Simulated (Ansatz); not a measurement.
Born–Oppenheimer molecular dynamics of a periodic cell of 40 atoms, H₃CCl (contents 8 CH3Cl, density as packed 0.91 g/cm³ with natural masses). It goes on from the last frame of an earlier run, with new velocities.

Theory: DFT PBE-D3(BJ), scalar-relativistic, plane waves, PAW (Ansatz). Settings: cutoff 420 eV, k mesh 1x1x1, fermi-dirac smearing 0.05 eV, no spin polarisation.

* ensemble: NVE (velocity Verlet)
* time step: 0.75 fs
* steps asked: 330
* starting velocities drawn for: 250 K
* seed: 482448

Frames 1.5 fs apart, positions in Å.

Velocities at 22.5 fs (Å/ps):

```
C -0.64 1.77 3.80
Cl -0.32 -1.25 0.02
H -0.71 -7.12 22.68
H -4.16 4.03 -0.73
H -5.36 7.20 -6.95
C 0.35 0.60 -2.74
Cl -0.27 0.84 -1.51
H 1.29 -24.04 -16.23
H -14.29 18.52 10.63
H 11.16 4.21 -10.39
C 8.65 5.81 6.07
Cl -0.62 2.13 -1.12
H 18.43 13.36 -9.55
H 3.74 -2.59 3.51
H 18.04 25.36 5.98
C -5.00 0.33 2.88
Cl 4.60 -4.42 -0.41
H 10.33 -4.25 -10.54
H 20.78 11.62 -17.21
H -9.12 -5.88 7.73
C 5.39 -3.33 3.31
Cl -3.02 -0.65 1.18
H 6.62 -24.50 3.62
H 15.19 -6.57 27.50
H -15.60 -0.32 8.98
C -5.87 -2.79 5.46
Cl 0.45 3.13 -0.33
H -12.06 -24.72 20.73
H 6.82 -6.95 13.15
H 16.74 1.08 -5.59
C 1.00 4.43 1.55
Cl -4.40 -3.23 -4.62
H -11.86 14.22 2.89
H 13.81 -12.09 -33.93
H -7.62 -7.45 -12.27
C 2.42 6.94 5.21
Cl -0.68 -0.79 -2.75
H 16.91 9.33 22.24
H 4.24 2.00 8.27
H -8.46 0.59 -3.45
```

```xyz
40
Lattice="9.0287 0.0000 0.0000 0.0000 9.0287 0.0000 0.0000 0.0000 9.0287" Properties=species:S:1:pos:R:3 time_fs=22.5 energy_less_start_eV=0.107 T=229
C 5.931 4.524 -0.063
Cl 5.598 3.982 1.579
H 5.887 5.611 -0.149
H 6.929 4.136 -0.405
H 5.124 4.053 -0.585
C 3.779 1.347 6.106
Cl 2.528 0.780 7.235
H 3.943 0.495 5.425
H 3.590 2.289 5.569
H 4.705 1.374 6.676
C 6.511 7.197 6.227
Cl 8.007 6.232 6.560
H 5.677 6.538 6.385
H 6.453 8.038 6.941
H 6.569 7.518 5.214
C 8.544 0.305 2.943
Cl 10.299 0.384 3.342
H 8.366 0.932 2.056
H 8.324 -0.763 2.849
H 8.101 0.558 3.894
C 0.165 4.238 2.086
Cl 0.288 4.006 3.890
H 0.195 5.320 1.812
H 1.119 3.708 1.750
H -0.763 3.683 1.885
C 8.314 2.384 6.667
Cl 7.678 1.509 8.178
H 7.418 2.368 6.093
H 8.560 3.449 6.955
H 9.126 1.833 6.139
C 3.764 5.192 5.087
Cl 2.980 6.402 6.011
H 2.995 4.459 4.783
H 4.280 5.623 4.208
H 4.474 4.609 5.618
C 4.652 8.991 1.519
Cl 5.191 7.994 2.958
H 3.907 9.654 1.872
H 5.572 9.449 1.074
H 4.128 8.244 0.880
40
Lattice="9.0287 0.0000 0.0000 0.0000 9.0287 0.0000 0.0000 0.0000 9.0287" Properties=species:S:1:pos:R:3 time_fs=24.0 energy_less_start_eV=0.115 T=228
C 5.931 4.526 -0.058
Cl 5.598 3.980 1.579
H 5.886 5.602 -0.113
H 6.914 4.146 -0.403
H 5.113 4.063 -0.606
C 3.780 1.347 6.101
Cl 2.527 0.781 7.233
H 3.942 0.466 5.399
H 3.565 2.312 5.589
H 4.724 1.385 6.662
C 6.525 7.206 6.237
Cl 8.006 6.235 6.559
H 5.698 6.554 6.371
H 6.460 8.033 6.944
H 6.596 7.560 5.215
C 8.537 0.305 2.948
Cl 10.306 0.377 3.341
H 8.378 0.923 2.046
H 8.354 -0.747 2.816
H 8.080 0.558 3.905
C 0.174 4.232 2.092
Cl 0.284 4.005 3.892
H 0.202 5.278 1.820
H 1.127 3.704 1.789
H -0.781 3.688 1.891
C 8.305 2.380 6.676
Cl 7.679 1.513 8.178
H 7.394 2.334 6.114
H 8.569 3.426 6.971
H 9.146 1.837 6.139
C 3.765 5.198 5.087
Cl 2.974 6.397 6.005
H 2.979 4.484 4.783
H 4.295 5.603 4.162
H 4.473 4.594 5.611
C 4.656 9.000 1.527
Cl 5.190 7.993 2.954
H 3.926 9.680 1.909
H 5.569 9.449 1.088
H 4.122 8.252 0.875
40
Lattice="9.0287 0.0000 0.0000 0.0000 9.0287 0.0000 0.0000 0.0000 9.0287" Properties=species:S:1:pos:R:3 time_fs=25.5 energy_less_start_eV=0.012 T=248
C 5.931 4.527 -0.053
Cl 5.597 3.978 1.580
H 5.885 5.603 -0.077
H 6.888 4.159 -0.396
H 5.104 4.077 -0.640
C 3.783 1.345 6.095
Cl 2.527 0.783 7.231
H 3.932 0.462 5.379
H 3.537 2.321 5.616
H 4.741 1.405 6.652
C 6.540 7.215 6.247
Cl 8.005 6.239 6.557
H 5.699 6.559 6.357
H 6.471 8.031 6.948
H 6.621 7.605 5.210
C 8.532 0.305 2.953
Cl 10.313 0.370 3.341
H 8.383 0.911 2.048
H 8.377 -0.740 2.772
H 8.048 0.571 3.908
C 0.184 4.223 2.098
Cl 0.279 4.005 3.894
H 0.205 5.243 1.829
H 1.109 3.710 1.819
H -0.782 3.704 1.885
C 8.298 2.376 6.685
Cl 7.680 1.518 8.177
H 7.363 2.310 6.116
H 8.576 3.387 6.982
H 9.149 1.851 6.161
C 3.767 5.201 5.083
Cl 2.967 6.394 5.998
H 2.966 4.513 4.777
H 4.295 5.578 4.136
H 4.489 4.577 5.624
C 4.661 9.006 1.533
Cl 5.189 7.992 2.950
H 3.939 9.723 1.950
H 5.552 9.447 1.104
H 4.131 8.278 0.874
40
Lattice="9.0287 0.0000 0.0000 0.0000 9.0287 0.0000 0.0000 0.0000 9.0287" Properties=species:S:1:pos:R:3 time_fs=27.0 energy_less_start_eV=-0.075 T=265
C 5.929 4.528 -0.050
Cl 5.597 3.976 1.582
H 5.883 5.615 -0.042
H 6.869 4.170 -0.389
H 5.105 4.098 -0.677
C 3.788 1.340 6.088
Cl 2.526 0.785 7.229
H 3.916 0.488 5.367
H 3.506 2.313 5.648
H 4.750 1.431 6.641
C 6.556 7.224 6.256
Cl 8.004 6.242 6.555
H 5.688 6.557 6.343
H 6.485 8.036 6.960
H 6.642 7.646 5.216
C 8.529 0.305 2.960
Cl 10.320 0.364 3.340
H 8.382 0.900 2.061
H 8.391 -0.747 2.720
H 8.011 0.593 3.897
C 0.194 4.210 2.107
Cl 0.275 4.004 3.896
H 0.205 5.236 1.834
H 1.084 3.714 1.833
H -0.765 3.729 1.867
C 8.290 2.370 6.694
Cl 7.682 1.523 8.176
H 7.343 2.297 6.106
H 8.581 3.349 6.990
H 9.134 1.869 6.199
C 3.770 5.202 5.074
Cl 2.959 6.391 5.993
H 2.957 4.540 4.762
H 4.278 5.551 4.136
H 4.507 4.567 5.646
C 4.664 9.010 1.541
Cl 5.188 7.991 2.946
H 3.957 9.767 1.984
H 5.537 9.450 1.115
H 4.148 8.318 0.875
40
Lattice="9.0287 0.0000 0.0000 0.0000 9.0287 0.0000 0.0000 0.0000 9.0287" Properties=species:S:1:pos:R:3 time_fs=28.5 energy_less_start_eV=-0.142 T=279
C 5.925 4.528 -0.048
Cl 5.596 3.974 1.584
H 5.883 5.630 -0.010
H 6.870 4.175 -0.387
H 5.120 4.130 -0.711
C 3.794 1.334 6.080
Cl 2.525 0.787 7.227
H 3.896 0.534 5.358
H 3.476 2.294 5.679
H 4.749 1.459 6.627
C 6.571 7.233 6.262
Cl 8.004 6.246 6.554
H 5.677 6.562 6.326
H 6.502 8.049 6.982
H 6.660 7.678 5.239
C 8.527 0.304 2.967
Cl 10.327 0.358 3.339
H 8.374 0.897 2.078
H 8.396 -0.756 2.671
H 7.975 0.616 3.870
C 0.203 4.195 2.118
Cl 0.270 4.004 3.898
H 0.206 5.251 1.837
H 1.075 3.702 1.823
H -0.738 3.755 1.838
C 8.279 2.362 6.702
Cl 7.684 1.527 8.176
H 7.343 2.299 6.092
H 8.585 3.332 7.000
H 9.115 1.880 6.244
C 3.774 5.199 5.064
Cl 2.952 6.389 5.988
H 2.951 4.561 4.742
H 4.254 5.527 4.152
H 4.514 4.574 5.665
C 4.665 9.014 1.551
Cl 5.187 7.991 2.941
H 3.988 9.800 2.003
H 5.534 9.461 1.117
H 4.164 8.363 0.871
```

Of the whole run (248 fs, mean temperature of the second half 240 K): The conserved energy stayed within 0.1 meV per atom of its start (net change 0.019 meV per atom), so the integration is sound. A run of 0.25 ps of so small a system gives no equilibrium averages. Limits of this set-up: coarse k mesh.

The run took 17 min on 1 thread of Arm Neoverse V2, on a shared host, peak memory 0.6 GiB.
